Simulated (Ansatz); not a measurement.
Consider the cleavage of the Ge–Si bond: `[SiH3][GeH3]` + `O[SiH](O)F` → `O[SiH](F)[O][GeH3]` + SiH₄.

Computed with Ansatz on PBE0-D4/def2-TZVP structures; ΔE is electronic, products minus reactants. CBS: MP2 limit from def2 TZ/QZ plus the TZ coupled-cluster correction, frozen cores. This one scheme is used for every species. For Ge outer-core shells are correlated without core-valence functions, which leaves a few kJ/mol of doubt a bond. Scalar relativity is left out up to krypton. One conformer a species, not always the lowest.

| species | CCSD(T)/CBS(def2) energy (Eh) |
| --- | --- |
| `[SiH3][GeH3]` | -2368.78170 |
| `O[SiH](O)F` | -541.20494 |
| `O[SiH](F)[O][GeH3]` | -2618.53177 |
| SiH₄ | -291.46306 |

Question: Work out ΔE.

Answer: ΔE = (-2618.53177) + (-291.46306) − (-2368.78170) − (-541.20494) = -0.00819 Eh = -21.5 kJ/mol.

Largest T1 diagnostic among the species: 0.012.

From PBE to PBE0 (25 % exact exchange), in def2-TZVPP and without D4, ΔE moves by −4.4 kJ/mol. Leaving LDA and LC-ωPBE aside and taking each functional with its dispersion term where it has one, the values, not all of them listed here, spread over 27.2 kJ/mol, from BHLYP-D4 to PBE-D4. LDA lies +3.6 kJ/mol from PBE without D4. The D4 term adds −3.1 kJ/mol with B3LYP and −1.8 kJ/mol with PBE0; it sums over pairs of atoms, weighted by their polarisabilities, and B3LYP, whose exchange is more repulsive, gets the larger term.

B3LYP here is the variant with VWN-RPA as its local correlation; programs differ in this.
